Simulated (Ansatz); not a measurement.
Calculated with Ansatz (gas phase, PBE0-D4/def2-TZVP geometries, no zero-point term in ΔE). CCSD(T)/CBS adds triple-zeta CCSD(T) − MP2 to the extrapolated MP2 energy (def2 sets, frozen cores). This one scheme is used for every species. Functionals use def2-TZVPP. One conformer a species, not always the lowest.

`O[SiH]([SiH3])[O][AlH2]` + `C=C=N` → `C=C=[N][AlH2]` + `O[SiH](O)[SiH3]`  (ligand exchange at the Al–O bond)

```tsv
level	ΔE (kJ/mol)
LDA (SPW92)	28.6
MP2/def2-TZVPP	36.4
```

Task: What does CCSD(T)/CBS give? (An estimate is asked.)

Result: The calculation gave: +41.9 kJ/mol. The listed levels differ from it by -13.3, -5.5 kJ/mol.

Largest T1 diagnostic among the species: 0.015.

Leaving LDA and LC-ωPBE aside and taking each functional with its dispersion term where it has one, the values, not all of them listed here, spread over 10.2 kJ/mol, from PBE-D4 to BHLYP-D4. From BLYP to BHLYP (50 % exact exchange), in def2-TZVPP and without D4, ΔE moves by +5.2 kJ/mol.
